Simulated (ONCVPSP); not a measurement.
**Pb: one change to an ONCV potential, before and after**

```json
{"Element": "Pb (Z = 82)", "Generator": "ONCVPSP 4.0.1", "Type": "optimised norm-conserving Vanderbilt (ONCV)", "Functional": "PW91", "Relativity": "scalar-relativistic", "Frozen core": "[Kr] 4d10 4f14", "Valence charge": "22", "Reference configuration": "5s2 5p6 5d10 6s2 6p2", "Partial waves": "5s+6s: rc 1.55 bohr, ncon 4, nbas 9, qcut 8.7 1/bohr, 2 projectors; 5p+6p: rc 1.85 bohr, ncon 4, nbas 7, qcut 5.8 1/bohr, 2 projectors; 5d: rc 1.30 bohr, ncon 4, nbas 8, qcut 8.1 1/bohr, local; f scattering state at 0.18 Ha: rc 1.60 bohr, ncon 4, nbas 7, qcut 6.5 1/bohr, 3 projectors, debl 2.2 Ha", "Local potential": "the d channel", "Core correction": "Teter function fitted to the true core (icmod 2), fcfact 0.35"}
```

Change: s: rc 2.26.

Cutoffs: the cutoffs (Ha) at which the residual kinetic energy of the hardest occupied pseudo-wave falls to 1 and 0.1 mHa per electron; they do not see the model core or the augmentation charge, which bear on the density cutoff. Errors are all-electron minus pseudo energies relative to the spin-unpolarised reference configuration.

Q: What does the change do?

A: The potential gets neither clearly harder nor softer (26 Ha and 37 Ha → 25 Ha and 37 Ha); both files keep a bound ghost (f); of the 4 tests that both files solve, the error grows in 1 and shrinks in 0 by more than 15 % and 0.3 meV (median size 6.5 → 8.0 meV).

```csv
quantity,base,changed
"cutoff, loose",26 Ha,25 Ha
"cutoff, tight",37 Ha,37 Ha
loose cutoff by channel,"s 26 Ha, p 16 Ha, d 25 Ha","s 12 Ha, p 16 Ha, d 25 Ha"
bound ghosts,f,f
GHOST(+) flags under 300 eV,none,none
"error for 5s2 5p6 5d10 6s2 6p1, meV [ΔE 6.63 eV]",-3.0,-3.0
"error for 5s2 5p6 5d10 6s2 6p0, meV [ΔE 20.15 eV]",-9.8,-9.5
"error for 5s2 5p6 5d10 6s1 6p0, meV [ΔE 52.67 eV]",-29,-31
"error for 5s2 5p6 5d10 6s1 6p3, meV [ΔE 8.76 eV]",-3.1,-6.6
p: phases at 1.88 bohr within 0.05 rad from the reference energy up to (Ha; the scan ends near 5),to the end of the scan,to the end of the scan
d: phases at 1.32 bohr within 0.05 rad from the reference energy up to (Ha; the scan ends near 5),to the end of the scan,to the end of the scan
f: phases at 1.62 bohr within 0.05 rad from the reference energy up to (Ha; the scan ends near 5),n/a,n/a
"rms error of d²Exc/dni dnj with the model core, mHa",1.07,1.53
```

 A true bound ghost makes a file unfit for plane-wave use even where its test errors are small: the radial tests pick states by their node count and pass the ghost by.
